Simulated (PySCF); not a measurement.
PySCF job for BeH₂, SMILES [BeH2], PBE/pcJ-2. Geometry: PBE0-D3(BJ)/def2-TZVPD. The isomer is the one that the SMILES or the coordinates give; other isomers of the formula were not compared.

```python
import numpy as np
from pyscf import gto, scf, dft
from pyscf.prop.ssc import rks as ssc

mol = gto.M(
    atom='''
    Be    0.00000000    0.00000000    0.00000000
    H     0.00000000    0.00000000   -1.33620419
    H     0.00000000    0.00000000    1.33620419
    ''',
    basis='pcJ-2',
    charge=0,
    spin=0,
    max_memory=1600,
    verbose=3,
)
mf = dft.RKS(mol, xc='pbe')
mf.grids.level = 3
mf.conv_tol = 1e-10
mf.max_cycle = 100
mf.kernel()
j = ssc.SSC(mf)
j.with_fcsd = True
j.max_cycle_cphf = 80
j.conv_tol = 1e-7
e11 = j.kernel()
```

Program output:

```
converged SCF energy = -15.8637491945686
Reduced spin-spin coupling constant K (Hz)
               #0        #1        #2
        0 Be   0.00000
        1 H   12.44434   0.00000
        2 H   12.44434   1.22312   0.00000
Spin-spin coupling constant J (Hz)
               #0        #1        #2
        0 Be   0.00000
        1 H  -54.56210   0.00000
        2 H  -54.56209  38.16145   0.00000
```

The calculation finished and met its thresholds.

Cost: around 4 core-seconds (rough).
